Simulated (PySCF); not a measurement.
`COC[SiH2]C=O`. Method: PBE0-D3(BJ)/def2-SVP geometry optimisation, gas phase in PySCF.

```
atom  x, y, z in Å
C1    -2.6113    0.2587    0.4577
O2    -1.3896   -0.3417    0.7638
C3    -0.3585    0.0262   -0.1065
Si4    1.2283   -0.8522    0.4156
C5     2.5728   -0.2866   -0.8514
O6     2.2842    0.4470   -1.7668
H7    -3.3538   -0.0950    1.1864
H8    -2.9577   -0.0084   -0.5603
H9    -2.5544    1.3638    0.5177
H10   -0.1794    1.1224   -0.1046
H11   -0.5856   -0.2372   -1.1610
H12    1.1012   -2.3397    0.3467
H13    1.6637   -0.4717    1.7934
H14    3.6354   -0.6450   -0.7392
```

Task: What is the longest distance between nuclei?

Result: H7···H14, 7.27 Å; the next longest distance is 6.63 Å.

Task: Give the dihedral angles H12–Si4–C5–H14, C3–Si4–C5–O6, H10–C3–Si4–C5, H13–Si4–C5–H14, C1–O2–C3–H11, O2–C3–Si4–H13.

Result: H12–Si4–C5–H14 -62° (synclinal); C3–Si4–C5–O6 -2° (synperiplanar); H10–C3–Si4–C5 -58° (synclinal); H13–Si4–C5–H14 57° (synclinal); C1–O2–C3–H11 -59° (synclinal); O2–C3–Si4–H13 -62° (synclinal). Dihedral signs follow IUPAC: positive where, seen along the central bond, the front bond turns clockwise onto the rear one.

Task: How far apart are these pairs, which share no bond: O2···H11, C3···O6, C3···H8, C5···H12, H9···H10, H10···H12?

Result: O2···H11 2.089 Å (2 bonds apart); C3···O6 3.149 Å (3 bonds apart); C3···H8 2.639 Å (3 bonds apart); C5···H12 2.796 Å (2 bonds apart); H9···H10 2.467 Å (4 bonds apart); H10···H12 3.719 Å (3 bonds apart).

Task: What are the angles O2–C1–H7, H7–C1–H8, O2–C1–H9, O2–C1–H8, O2–C3–Si4, C3–Si4–H13?

Result: From the scalar product of the two bond vectors; for O2–C1–H7 it is -0.4718 Å² over 1.3952 × 1.0988 Å², cos θ = -0.3078. O2–C1–H7 107.9°; H7–C1–H8 108.7°; O2–C1–H9 111.9°; O2–C1–H8 111.8°; O2–C3–Si4 109.0°; C3–Si4–H13 112.4°.

Task: Write the matrix of distances between heavy atoms (Å, lower triangle).

Result: 
```
C1    0.000
O2    1.395  0.000
C3    2.334  1.399  0.000
Si4   3.997  2.690  1.887  0.000
C5    5.375  4.279  3.041  1.932  0.000
O6    5.381  4.530  3.149  2.751  1.208  0.000
```

Whether it is a minimum is left open (no frequencies). One conformer, not necessarily the lowest.
